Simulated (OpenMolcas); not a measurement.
# Ga+: effect of the basis set

| Quantity | Value |
| --- | --- |
| Program | OpenMolcas 26.06 |
| Method | RASSCF |
| Active space | 2 electrons in 9 orbitals (RAS2 4s 4p; RAS3 4d, at most 2 electrons) |
| State averaging | 2S+1 = 3 even, 3 roots; 2S+1 = 1 even, 7 roots; 2S+1 = 3 odd, 3 roots; 2S+1 = 1 odd, 3 roots |
| Spin-orbit coupling | RASSI with atomic mean-field integrals over the reference wave functions, term energies averaged over their components |

A. ANO-RCC-VTZP [6s5p3d1f], DKH2, point nucleus; cost of the order of 17 core-seconds
B. ANO-RCC-VQZP [7s6p4d2f1g], DKH2, point nucleus; cost roughly 18 core-seconds
C. ANO-R2 [6s5p4d3f1g], X2C, finite nucleus; cost of the order of 21 core-seconds
D. ANO-RCC [10s9p7d5f2g], DKH2, point nucleus; cost roughly 30 core-seconds

Energies in cm-1 above 4s2 1S0, the measured ground level; measured values from NIST Handbook of Basic Atomic Spectroscopic Data.

```json
{"Level": "4s2 1S0", "A": "0.0", "B": "0.0", "C": "0.0", "D": "0.0", "Measured": "0.0"}
{"Level": "4s 4p 3P* 0", "A": "42595", "B": "42149", "C": "43038", "D": "41593", "Measured": "47368"}
{"Level": "4s 4p 3P* 1", "A": "42966", "B": "42533", "C": "43400", "D": "41972", "Measured": "47814"}
{"Level": "4s 4p 3P* 2", "A": "43730", "B": "43324", "C": "44144", "D": "42754", "Measured": "48750"}
{"Level": "4s 4p 1P* 1", "A": "69638", "B": "69293", "C": "69950", "D": "68666", "Measured": "70701"}
{"Level": "4p2 1D2", "A": "106373", "B": "102790", "C": "106325", "D": "99491", "Measured": "107721"}
```

Deviations, from unrounded energies. A percentage is the sum of absolute deviations over the sum of measured energies, with the sign that they share, or ± where signs differ.

| Against measurement | Levels | A | B | C | D |
| --- | --- | --- | --- | --- | --- |
| mean absolute deviation (cm-1) | 5 | 3400 | 4500 | 3100 | 5600 |
| other configurations (%) | 5 | -5.3 | -6.9 | -4.8 | -8.6 |

C lies closest to measurement on these levels and D furthest from it. The largest miss of C in the table is 4s 4p 3P* 2, by -4600 cm-1. The ranking rests on the paired levels alone, and a cruder setting can come out closer through cancelling errors.

Among A to D the level of the table that moves most is 4p2 1D2, by 6900 cm-1 (lowest in D, highest in A).

Without dynamic correlation excited terms often stand tens of per cent too high (terms of higher spin than the ground term too low), and those without a measured partner can miss by more than the paired ones. Some terms mix strongly with configurations of 4d, whose occupation reaches 0.23 (4p2 1D) (figures for A; the like holds for B, C, D). Active for correlation alone: 4d; no level in the range computed is led by a configuration that fills it, so any true level of that kind is missing (holds for A; B; C). Configurations are named by rounded mean occupations; where the s occupation lies near a half they are strongly mixed, a name can repeat and a true partner stay unpaired (holds for B; D). Some terms take much of their weight from 4d, a shell meant for correlation, so their names are nominal (holds for D). Computed and measured levels are paired by configuration, term and J; levels that our copy of the source lacks, or whose pairing is in doubt (as where it misses far off the trend of its configuration), stay unpaired and out of the deviations. Only configurations of the active space appear. Levels that lie high or do not pair safely by name in every column are left out.

* marks odd parity.
